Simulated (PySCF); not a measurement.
Potential energy of BeSb along the bond

Set-up: PySCF, scalar-relativistic core potentials, basis sets Be def2-SVPD, Sb def2-SVPD with ECP28. Energies in eV from Be + Sb in their ground configurations at the same level. All curves are PBE0. state 1: ⁴Σ⁻ (quartet), unpaired electrons σ ↑, π ↑↑; state 2: Ms = 0.5 determinant of mixed spin (⟨S²⟩ near 1.8), unpaired electrons σ ↓, π ↑↑, a second solution, started from another occupation; state 3: Ms = 0.5 determinant of mixed spin (⟨S²⟩ near 1.8), unpaired electrons σ ↑, π ↑↓, a mixture of terms (⟨Lz²⟩ = 2.0), a second solution, started from another occupation; state 4: ²Π (doublet), unpaired electrons π ↑, a second solution, started from another occupation.

| R (Å) | state 1 | state 2 | state 3 | state 4 |
| --- | --- | --- | --- | --- |
| 2.067 | -0.634 | -0.484 | -0.2616 | -0.6709 |
| 2.164 | -0.951 | -0.809 | -0.5813 | -0.7864 |
| 2.260 | -1.124 | -0.986 | -0.7542 | -0.7796 |
| 2.332 | -1.185 | -1.047 | -0.8126 | -0.7197 |
| 2.404 | -1.201 | -1.061 | -0.8254 | -0.6279 |
| 2.476 | -1.184 | -1.038 | -0.8031 | -0.5141 |
| 2.572 | -1.125 | -0.967 | -0.7338 | -0.3412 |
| 2.692 | -1.013 | -0.832 | -0.6053 | -0.1088 |
| 2.837 | -0.853 | -0.634 | -0.4197 | 0.1722 |
| 3.029 | -0.640 | -0.349 | -0.1629 | 0.5202 |

**Question.** Put a parabola through the three lowest points of the state 1 curve and estimate Re, k and ωe (reduced mass 8.387 u; 1 eV/Å² = 0.16022 mdyn/Å; ωe = 1302.8·√(k/μ) cm⁻¹).

**Answer.** Through R = 2.332, 2.404, 2.476 Å the second-order coefficient is 3.18 eV/Å², so Re ≈ 2.403 Å, k ≈ 1.02 mdyn/Å and ωe ≈ 454 cm⁻¹. A polynomial fit of higher order to the unrounded PBE0 energies gives Re = 2.400 Å, k = 1.04 mdyn/Å, ωe = 458 cm⁻¹; anharmonicity and rounding make the difference.

The higher-order fit for each curve: state 1: Re = 2.400 Å, ωe = 458 cm⁻¹, De = 1.20 eV; state 2: Re = 2.393 Å, ωe = 483 cm⁻¹, minimum 1.06 eV below the ground-state fragments; state 3: Re = 2.391 Å, ωe = 477 cm⁻¹, minimum 0.83 eV below the ground-state fragments; state 4: Re = 2.204 Å, ωe = 599 cm⁻¹, minimum 0.80 eV below the ground-state fragments.

⟨S²⟩ of the unrestricted solution departs from its pure value on part of the curve, where spin states mix. These are scalar-relativistic numbers at best; spin–orbit coupling would shift them, the dissociation energy most. The state was picked by a PBE0 search and need not be the measured ground state.
